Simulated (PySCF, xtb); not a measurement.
1-bromo-1,1-dichloroethane (C2H3BrCl2), SMILES CC(Cl)(Cl)Br.

Geometry: B3LYP-D3(BJ)/def2-SVP.

Computed with IEF-PCM-PBE0/def2-SVP (PySCF 2.14.0).

The values are the electrostatic part of the solvation free energy, E(continuum) − E(gas) at the gas-phase geometry, in a cavity of scaled van der Waals radii (PySCF's table); cavitation and dispersion terms are not included. In vacuum the orbital gap is 7.06 eV. The dipole moment in vacuum is 1.77 D.

```
solvent            ε  ΔG(elec) (kcal/mol)  dipole (D)  gap (eV)
-------------  -----  -------------------  ----------  --------
water          78.36                 -2.4        2.30      7.14
toluene         2.37                 -1.1        2.00      7.10
chlorobenzene   5.70                 -1.8        2.16      7.12
```

For comparison, GFN2-xTB/ALPB(water) (xtb, at the GFN2-xTB geometry, all terms of that model) gives -2.1 kcal/mol.
